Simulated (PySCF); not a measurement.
Vertical excitations of a molecule C₄H₆ClF from TDA-CAM-B3LYP/def2-SVPD run with PySCF, as energy in eV (oscillator strength): 7.27 (0.076), 7.55 (0.122), 7.66 (0.043), 7.82 (0.382), 8.08 (0.001), 8.21 (0.042), 8.53 (0.041), 8.57 (0.035), 8.78 (0.025), 8.81 (0.004). Lowest triplet (TDA): 4.32 eV. The structure is a stationary point at B3LYP-D3(BJ)/def2-SVP. One conformer was computed; it need not be the lowest.

Which structure fits?
A. C=C(F)CCCl
B. F/C=C/CCCl
C. C=CC[C@H](F)Cl
D. F[C@@H]1C[C@@H]1CCl

C, C=CC[C@H](F)Cl
